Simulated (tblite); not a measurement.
Q: Write Cartesian coordinates for InChI=1S/C4H9N2OP/c1-5-3-4-6(2)8(5)7/h3-4,8H,1-2H3 as optimised with GFN2-xTB.

A: 
```xyz
17
C4H9N2OP angstrom
C     -2.5943    0.0216    0.0579
N     -1.1935   -0.2285    0.2683
C     -0.4954   -1.2855   -0.3324
C      0.8267   -1.1431   -0.2491
N      1.2057    0.0305    0.4181
C      2.5374    0.5723    0.3732
P     -0.1352    0.7951    1.0594
O     -0.2862    2.2418    0.9590
H     -2.8051    1.0338    0.4055
H     -3.2154   -0.6840    0.6193
H     -2.8528   -0.0470   -1.0018
H     -1.0455   -2.0766   -0.8043
H      1.5846   -1.7945   -0.6392
H      3.2210    0.0094    1.0171
H      2.4876    1.6036    0.7245
H      2.9310    0.5670   -0.6462
H     -0.1777    0.3962    2.4102
```

Orientation and origin are arbitrary. Atoms count from 1 in this order. Of the pairs four or more bonds apart, O8···H9 is among the closest relative to their van der Waals radii: 2.85 Å, 105 % of the sum of Bondi's values. P7 (phosphoryl phosphorus) has angles from 92.6° to 120.7°. The 5-membered ring N2–C3–C4–N5–P7 has internal angles of 92.6° to 112.8° (sum 539°, against 540° for a flat polygon); it is slightly puckered (a soft mode that the optimisation may not have finished), 0.05 Å rms from its mean plane, widest ring torsion 9°. The 4 C–N bonds span 1.402 Å (N2–C3, drawn single) to 1.438 Å (N5–C6, drawn single), a spread of 0.036 Å.

Bonds between heavy atoms (Å): C1–N2 1.438, N2–C3 1.402, C3=C4 1.332, C4–N5 1.402, N5–C6 1.438, N5–P7 1.672, P7=O8 1.458, N2–P7 1.671.

Computed geometry: GFN2-xTB, gas phase.

Point group: Cs (tolerance 0.08 Å). Its GFN2-xTB frequencies are all real (lowest 52 cm⁻¹). 2 starts were optimised and ended at 0.00 and 0.04 kcal/mol (GFN2-xTB); the lowest of these is shown.

Time: 0.43 s. Hardware: Arm Neoverse V1, one thread, no GPU (shared host). These figures are those of the optimisation.
